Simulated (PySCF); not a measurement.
C4H7FO, SMILES CCO/C=C\F. Coordinates come from a B3LYP-D3(BJ)/def2-SVP optimisation. The structure was generated by enumeration; whether it is a known compound was not checked. One conformer was computed; it need not be the lowest.

Computed equilibrium geometry at B3LYP-D3(BJ)/def2-SVP (PySCF confirms it by a frequency run) as bond lengths and angles, and its point group (one conformer of several):
point group Cs.
Atoms: C1 C2 O3 C4 C5 F6 H7 H8 H9 H10 H11 H12 H13. Bond lengths (Å): C1–C2 1.514, C1–H7 1.101, C1–H8 1.101, C1–H9 1.101, C2–O3 1.429, C2–H10 1.103, C2–H11 1.103, O3–C4 1.345, C4–C5 1.340, C4–H12 1.093, C5–F6 1.351, C5–H13 1.091. Angles (°): C2–C1–H7 110.2, C2–C1–H8 110.7, C2–C1–H9 110.7, H7–C1–H8 108.5, H7–C1–H9 108.5, H8–C1–H9 108.2, C1–C2–O3 107.7, C1–C2–H10 111.3, C1–C2–H11 111.3, O3–C2–H10 109.6, O3–C2–H11 109.6, H10–C2–H11 107.4, C2–O3–C4 119.6, O3–C4–C5 131.5, O3–C4–H12 111.7, C5–C4–H12 116.8, C4–C5–F6 125.0, C4–C5–H13 121.6, F6–C5–H13 113.4.
Charge 0, spin multiplicity 1.
